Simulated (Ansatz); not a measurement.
Reaction (silylene formation by 1,1-elimination): `N[SiH2]S[SiH](N)O` → `N[Si]O` + `N[SiH2]S`

Calculated with Ansatz (gas phase, PBE0-D4/def2-TZVP geometries, no zero-point term in ΔE). CCSD(T)/CBS adds triple-zeta CCSD(T) − MP2 to the extrapolated MP2 energy (def2 sets, frozen cores). This one scheme is used for every species. One conformer a species, not always the lowest.

`N[SiH2]S[SiH](N)O`:

Z-matrix (Å, degrees):
```
Si
S 1 2.115
N 1 1.743 2 109.2
H 1 1.485 2 113.4 3 115.9
H 1 1.486 2 105.8 3 -123.7
Si 2 2.176 1 99.5 3 -59.4
H 3 1.011 1 116.7 2 160.3
H 3 1.011 1 117.2 2 -66.6
N 6 1.694 2 111.1 1 165.4
O 6 1.626 2 108.0 1 44.4
H 6 1.482 2 107.4 1 -78.3
H 9 1.006 6 120.9 2 90.5
H 9 1.006 6 122.4 2 -64.9
H 10 0.978 6 115.1 2 -19.7
```

`N[Si]O`:

Z-matrix (Å, degrees):
```
N
Si 1 1.716
H 1 1.010 2 128.3
H 1 1.009 2 120.1 3 180.0
O 2 1.656 1 102.6 3 0.0
H 5 0.961 2 121.6 1 -0.0
```

`N[SiH2]S`:

Z-matrix (Å, degrees):
```
Si
S 1 2.151
N 1 1.706 2 111.5
H 1 1.484 2 111.6 3 -117.8
H 1 1.485 2 105.8 3 122.4
H 2 1.343 1 94.3 3 -148.1
H 3 1.006 1 122.1 2 53.2
H 3 1.006 1 120.4 2 -98.6
```

```
            species  MP2/CBS(def2) energy (Eh)
`N[SiH2]S[SiH](N)O`                -1165.41582
           `N[Si]O`                 -420.76724
         `N[SiH2]S`                 -744.55536
```

Work out ΔE.

ΔE = (-420.76724) + (-744.55536) − (-1165.41582) = 0.09322 Eh = +244.7 kJ/mol. CCSD(T)/CBS gives +225.5 kJ/mol.

Largest T1 diagnostic among the species: 0.014.

In def2-TZVPP, CCSD(T) changes the Hartree–Fock value by +20.2 kJ/mol (the triples alone add +5.5 kJ/mol) and MP2 by +39.4 kJ/mol. The D4 term adds +26.2 kJ/mol with B3LYP and +14.5 kJ/mol with PBE0; it sums over pairs of atoms, weighted by their polarisabilities, and B3LYP, whose exchange is more repulsive, gets the larger term. From PBE to PBE0 (25 % exact exchange), in def2-TZVPP and without D4, ΔE moves by +16.0 kJ/mol.

B3LYP here is the variant with VWN-RPA as its local correlation; programs differ in this.
